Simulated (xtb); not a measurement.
trifluoro(methoxy)methane (C2H3F3O), SMILES COC(F)(F)F. All values are semi-empirical tight-binding results from xtb (GFN2-xTB unless named), good for trends rather than for accurate numbers. The structure is a stationary point at GFN2-xTB.

Optimised geometry:

```xyz
9

C     -0.0143    -1.9415     0.0000
O     -0.7704    -0.7233     0.0000
C     -0.0509     0.3798     0.0000
F      0.7629     0.4976     1.0680
F     -0.8482     1.4382     0.0000
F      0.7629     0.4976    -1.0680
H      0.6069    -2.0053    -0.8952
H      0.6069    -2.0053     0.8952
H     -0.7579    -2.7330     0.0000
```

point group as xtb finds it: Cs
orbital gap: 12.13 eV
dipole moment: 3.17 D
zero-point energy: 34.0 kcal/mol
G − E(el) at 298.15 K (modified RRHO): 15.2 kcal/mol
static polarisability (D4 model): 37.3 bohr³
solvation energy, GFN2-xTB/ALPB(water): -1.7 kcal/mol
solvation energy, GFN2-xTB/ALPB(benzene): -2.7 kcal/mol

Q: Give the IR lines (harmonic; lines under 4 % of the strongest left out, lines within 3 cm⁻¹ merged). (Estimate from the structure and the level; the computed values follow.)

A: ν (cm⁻¹): 528 (w), 557 (w), 1005 (vs), 1043 (m), 1090 (m), 1164 (m), 1233 (vs), 2984 (w) (against the strongest line: vs over 80 %, s over 45 %, m over 15 %, w over 4 %, vw less)

Computed atomic charges and the Wiberg bond orders between heavy atoms:
charges (e) C1 0.02, O2 -0.28, C3 0.63, F4 -0.22, F5 -0.18, F6 -0.22, H7 0.08, H8 0.08, H9 0.10. Bond orders C1–O2 0.92, O2–C3 1.07, C3–F4 0.92, C3–F5 0.96, C3–F6 0.92.
